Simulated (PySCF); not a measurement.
Species: C7H12Si.
Atom-mapped SMILES: `[CH3:1][CH:2]([CH3:3])[C:4]1=[CH:5][SiH2:6][CH:7]=[CH:8]1`

Structure used (PBE0-D3(BJ)/def2-SVP), in Å, numbered top down from 1:
```xyz
20
C7H12Si angstrom
C     -1.965    0.969   -1.216
C     -1.390    0.504    0.122
C     -2.197   -0.657    0.705
C      0.071    0.146   -0.003
C      1.079    0.770    0.650
Si     2.679   -0.052    0.150
C      1.798   -1.258   -0.981
C      0.483   -0.970   -0.900
H     -1.950    0.162   -1.965
H     -1.393    1.816   -1.623
H     -3.012    1.289   -1.097
H     -1.451    1.347    0.830
H     -2.193   -1.530    0.032
H     -3.247   -0.362    0.856
H     -1.789   -0.980    1.674
H      0.890    1.601    1.334
H      3.416   -0.706    1.276
H      3.639    0.849   -0.563
H      2.183   -2.060   -1.614
H     -0.280   -1.521   -1.462
```

Definitions: NICS(0) = −σiso at the ring centroid; NICS(1) = −σiso and NICS(1)zz = −σzz at ±1 Å along the ring normal z. Level: GIAO B3LYP/pcSseg-1 (PySCF, non-relativistic, gas phase) on the PBE0-D3(BJ)/def2-SVP geometry, one conformer.

Ring bond lengths (Å): C4–C5 1.354, C5–Si6 1.867, Si6–C7 1.873, C7–C8 1.348, C8–C4 1.491.

Task: Give the NICS values of each ring in ppm.

Result: 
| ring | type | NICS(0) | NICS(1), two faces | NICS(1)zz, two faces | rms pucker (Å) | centre to ring atoms, mean (Å) |
| --- | --- | --- | --- | --- | --- | --- |
| C4–C5–Si6–C7–C8 | 5-membered ring with Si; formal bonds 2 double, 3 single | 0.6 | -1.9 / -1.9 | 0.8 / 0.8 | 0.00 | 1.34 |

Task: What can be read from them?

Result: 
- C4–C5–Si6–C7–C8: mean NICS(1)zz 0.8 ppm, near zero. Si6 has four or more neighbours, and the NICS criterion for π rings isn't applied.

Task: How do the values depend on the level or the medium?

Result: 
```
                              level  NICS(0), C4–C5–Si6–C7–C8  mean NICS(1)zz, C4–C5–Si6–C7–C8
                B3LYP/pcSseg-1, gas                       0.6                              0.8
                 PBE0/pcSseg-1, gas                       0.4                              0.5
     PBE0/pcSseg-1, IEF-PCM acetone                       0.5                              0.3
PBE0/pcSseg-1, IEF-PCM acetonitrile                       0.5                              0.3
```

The geometry is the same throughout; the continuum's cavity takes Bondi-type radii × 1.2.

Time: 61 s wall; peak memory 0.98 GiB. Hardware: one thread, Arm Neoverse N1 (aarch64), on a shared host. This is the whole shielding run at B3LYP/pcSseg-1, SCF included.
